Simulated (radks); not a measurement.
Values are calculated unless marked as measured or tabulated.
Isoelectronic series with 24 electrons, all held in the configuration [Ar] 3d5 4s1, which need not be the ground one along the series. Code: a radial shooting solver on a logarithmic mesh with Libxc functionals. Model: scalar-relativistic Kohn-Sham, LDA (Slater exchange, Perdew-Wang correlation), spin-polarised, spherical densities, finite nucleus; open shells are filled with parallel spins first (spin-orbit coupling, left out, can overturn this in heavy ions); Fermi nuclear charge, rms radius of each element as measured or else 0.836 A^(1/3) + 0.57 fm. Total energies (hartree) and orbital eigenvalues (eV) (* marks an orbital that is empty in some or all of the ions):

| ion | E (hartree) | 3d down* | 4s down* | 3d up | 4s up | 3p down | 3p up |
|---|---|---|---|---|---|---|---|
| Cr | -1048.66568 | -0.2100 | -2.5422 | -3.8864 | -4.6376 | -41.9784 | -46.1311 |
| Ge8+ | -2069.88218 | -204.3705 | -125.4621 | -213.9697 | -130.3806 | -291.9565 | -300.9837 |
| Zr16+ | -3465.23609 | -618.1048 | -368.6929 | -632.7544 | -376.3030 | -754.0330 | -766.9304 |
| Cd24+ | -5246.67246 | -1229.267 | -729.2534 | -1248.839 | -739.5933 | -1419.204 | -1435.877 |
| Ba32+ | -7431.4684 | -2036.902 | -1210.658 | -2061.370 | -1223.797 | -2290.343 | -2310.819 |
| Gd40+ | -10042.4048 | -3041.732 | -1818.761 | -3071.109 | -1834.789 | -3372.663 | -3397.013 |
| Hf48+ | -13109.2432 | -4245.230 | -2561.739 | -4279.550 | -2580.762 | -4672.992 | -4701.319 |
| Hg56+ | -16670.9134 | -5649.382 | -3450.651 | -5688.695 | -3472.800 | -6199.693 | -6232.123 |

3d down drops below 4s down between Cr and Ge8+. 3d up drops below 4s up between Cr and Ge8+.
